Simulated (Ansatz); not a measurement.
**Molecular dynamics of AsH₄O, charge +1**

Input file:

```yaml
crystal:
  periodic: [false, false, false]
  atoms:
    - { symbol: O, position_ang: [-0.262067, -1.124062, -0.069532] }
    - { symbol: As, position_ang: [0.421636, 0.629944, -0.145873] }
    - { symbol: H, position_ang: [-0.895195, -1.295361, 0.6602] }
    - { symbol: H, position_ang: [1.105734, -0.70838, 0.359726] }
    - { symbol: H, position_ang: [0.088805, 1.039929, -1.556532] }
    - { symbol: H, position_ang: [-0.458923, 1.45793, 0.752011] }
total_charge: 1
basis:
  gaussian: { orbitals: def2-SVP }
hamiltonian:
  xc: r2scan
  dispersion: d4
md:
  timestep: 0.5
  n_steps: 200
  ensemble: nve
  temperature: 100.0
  initial_velocities: maxwell_boltzmann
  seed: 6594
```

Command:

```bash
$ ansatz run input.yaml --threads 1 --pin off --max-ram 2048MiB --backend cpu --events-out ev --progress --plain --runs-dir out
```

It starts at the highest image of a converged band. Of that band: The profile has 2 maxima (images 2, 4) with wells between them (image 3): this band takes more than one step, which may be the mechanism or a detour left from its start path. A structure lower than the first end lies on the path between it and the top, so the climb from that side starts below the end, which may itself be a saddle point or a shallow side well. Neighbouring images differ by up to 2.4 eV, so the band resolves the path poorly. A vibrational analysis at the climbing image gives one clearly imaginary mode, 1390i cm⁻¹: a first-order saddle point.

Output, in part (step lines, the closing report, with atoms numbered from 0):

```
md step     0: t =     0.00 fs  T =   100.0 K  F+E_penalty+E_count = -62932.55346213 eV  E_kin = 0.051704 eV  conserved = -62932.50175813 eV  (27 SCF iters)
md step     1: t =     0.50 fs  T =    96.9 K  F+E_penalty+E_count = -62932.55180817 eV  E_kin = 0.050097 eV  conserved = -62932.50171087 eV  (28 SCF iters)
md step     2: t =     1.00 fs  T =    88.8 K  F+E_penalty+E_count = -62932.54753503 eV  E_kin = 0.045931 eV  conserved = -62932.50160368 eV  (28 SCF iters)
md step     3: t =     1.50 fs  T =    78.9 K  F+E_penalty+E_count = -62932.54230203 eV  E_kin = 0.040820 eV  conserved = -62932.50148245 eV  (28 SCF iters)
md step     4: t =     2.00 fs  T =    70.8 K  F+E_penalty+E_count = -62932.53800947 eV  E_kin = 0.036619 eV  conserved = -62932.50139062 eV  (28 SCF iters)
md step     5: t =     2.50 fs  T =    67.2 K  F+E_penalty+E_count = -62932.53612087 eV  E_kin = 0.034768 eV  conserved = -62932.50135327 eV  (28 SCF iters)
md step     6: t =     3.00 fs  T =    69.3 K  F+E_penalty+E_count = -62932.53723006 eV  E_kin = 0.035851 eV  conserved = -62932.50137880 eV  (28 SCF iters)
md step     7: t =     3.50 fs  T =    76.4 K  F+E_penalty+E_count = -62932.54093634 eV  E_kin = 0.039482 eV  conserved = -62932.50145404 eV  (28 SCF iters)
[... lines left out ...]
Total energy: -62933.11108191 eV, -2312.7491746655 hartree
Atom 0 at    -0.247819    -1.050262     0.014678 Å, force     0.240862    -9.205441    -1.661663 eV/Å
Atom 1 at     0.431497     0.646764    -0.142343 Å, force     0.410331     2.823606    -0.523312 eV/Å
Atom 2 at    -0.212628    -1.746901     0.721879 Å, force    -0.548340     2.170422     2.035842 eV/Å
Atom 3 at     0.106616    -2.070048    -0.485518 Å, force    -0.851012     4.511211    -0.480286 eV/Å
Atom 4 at     0.007965     0.762595    -1.621492 Å, force     0.516192    -0.425942     0.064468 eV/Å
Atom 5 at    -1.020581     1.126908     0.001575 Å, force     0.231967     0.126145     0.564951 eV/Å
Dipole moment:    -0.123752    -1.036893     0.033547 e Å
```

The steps, from the saved trajectory:

| time (fs) | T (K) | potential energy less start (eV) | conserved less start (meV/atom) |
| --- | --- | --- | --- |
| 0.0 | 100 | 0.000 | 0.00 |
| 3.0 | 69 | 0.016 | 0.06 |
| 6.0 | 117 | -0.008 | 0.06 |
| 9.0 | 374 | -0.141 | 0.14 |
| 12.0 | 1546 | -0.747 | 0.05 |
| 15.0 | 2877 | -1.432 | 0.65 |
| 18.0 | 3435 | -1.726 | -0.35 |
| 21.0 | 2883 | -1.437 | 0.24 |
| 24.0 | 4252 | -2.160 | -2.21 |
| 27.0 | 3855 | -1.954 | -2.00 |
| 30.0 | 2030 | -0.996 | 0.39 |
| 33.0 | 3095 | -1.553 | -0.83 |
| 36.0 | 2586 | -1.282 | 0.66 |
| 39.0 | 1867 | -0.913 | 0.05 |
| 42.0 | 1489 | -0.718 | 0.07 |
| 45.0 | 932 | -0.425 | 0.85 |
| 48.0 | 1701 | -0.832 | -0.66 |
| 51.0 | 1515 | -0.730 | 0.33 |
| 54.0 | 2953 | -1.484 | -1.45 |
| 57.0 | 2317 | -1.153 | -1.10 |
| 60.0 | 858 | -0.389 | 0.44 |
| 63.0 | 2731 | -1.371 | -1.79 |
| 66.0 | 2690 | -1.351 | -1.91 |
| 69.0 | 1885 | -0.920 | 0.45 |
| 72.0 | 3095 | -1.554 | -0.92 |
| 75.0 | 2267 | -1.118 | 0.38 |
| 78.0 | 1603 | -0.776 | 0.16 |
| 81.0 | 2140 | -1.054 | 0.14 |
| 84.0 | 3330 | -1.677 | -1.16 |
| 87.0 | 2724 | -1.362 | -0.98 |
| 90.0 | 1595 | -0.770 | 0.44 |
| 93.0 | 2987 | -1.499 | -1.02 |
| 96.0 | 3590 | -1.815 | -1.70 |
| 99.0 | 1152 | -0.541 | 0.49 |

All steps were run. The conserved energy stayed within 2.6 meV per atom of its start (net change 0.52 meV per atom), so the integration is sound. The system heated up, since it started high on the potential surface and ran downhill. A run of 0.1 ps of so small a system gives no equilibrium averages. The orbitals stay closed-shell, which can raise the energy where a bond breaks towards radicals; this wasn't checked here. Limits of this set-up: the dipole of an ion depends on the origin.

The step under study would form As2–H4 and break O1–H4. These pairs go: As2–H4 1.59 → 2.76 Å, O1–H4 1.49 → 1.19 Å. In the last frame they stand as before the step (other bonds may differ from the relaxed reactants and products). It ends as one piece, AsH4O (total charge +1). Pairs count as bonded within 1.25 times the sum of covalent radii (0.12 Å more for H–H).

Last frame:

```xyz
6
Properties=species:S:1:pos:R:3
O -0.248 -1.050 0.015
As 0.431 0.647 -0.142
H -0.213 -1.747 0.722
H 0.107 -2.070 -0.485
H 0.008 0.763 -1.621
H -1.021 1.127 0.002
```

The run took 3.6 min on 1 CPU thread of a shared host.
